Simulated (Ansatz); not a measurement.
Molecule: C4H5FO, net charge 0, singlet state. SMILES: [C@@H]1(C=O)C[C@H]1F
Structure (B3LYP-D3(BJ)/def2-TZVP (Ansatz, a program for electronic structure) minimum search):
```
C
H 1 1.0816
C 1 1.4741 2 115.76
O 3 1.2044 1 124.69 2 0.92
H 3 1.1133 4 120.63 1 -179.86
C 1 1.5080 2 116.08 3 -146.49
F 6 1.3686 1 116.46 2 3.19
H 6 1.0827 7 111.60 1 -142.22
C 6 1.4706 8 120.72 7 146.05
H 9 1.0805 6 117.65 8 -145.32
H 9 1.0822 10 115.61 6 -147.81
```

Parts of the frozen-core correlation energy in 6-31G (Ansatz, hartree). Frozen orbitals: 6; correlated occupied orbitals by spin: 17 and 17; virtual: 41 and 41. No spin-orbit coupling. No relativistic terms.

```csv
term,value
reference (HF),-328.49481
MP2 opposite-spin,-0.44729
MP2 same-spin,…
CCSD correlation,…
(T),…
T1 diagnostic,0.012
largest doubles amplitude,0.085
```

Problem. Complete the blanks.

Solution. 
- MP2 same-spin, value: -0.14794
- CCSD correlation, value: -0.62771
- (T), value: -0.01688
